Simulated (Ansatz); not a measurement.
A structure relaxed at PBE0-D4/def2-SVPD in Ansatz, charge -1, doublet:

```csv
atom,x (Å),y (Å),z (Å)
Nb1,-1.543,-0.250,-1.301
Nb2,1.013,0.045,0.261
O3,1.803,0.939,1.804
O4,-2.090,-1.858,-1.637
O5,0.545,0.338,2.120
O6,0.272,0.785,-1.247
```

(1) Give its formula.

(2) Summarise the bond lengths by kind (pairs closer than 1.2 times the sum of covalent radii, bridged metal pairs left out).

Results:

(1) Nb2O4⁻.

(2) 5 × Nb–O 1.73 to 2.09 Å; 1 × O–O 1.43 Å.

In the def2 sets Nb takes a core potential; there is no spin–orbit coupling. The structure holds 1 bond(s) between oxygen atoms. The charge -1 doublet is spin-contaminated (final ⟨S²⟩ up to 2.28, 0.75 for a pure state). The relaxation made no stability test and no search for a lower SCF solution. No other spin state of charge -1 was run. Another isomer (doublet) lies 4.87 eV lower at PBE0-D4/def2-TZVPD; other spin states weren't run for this one.
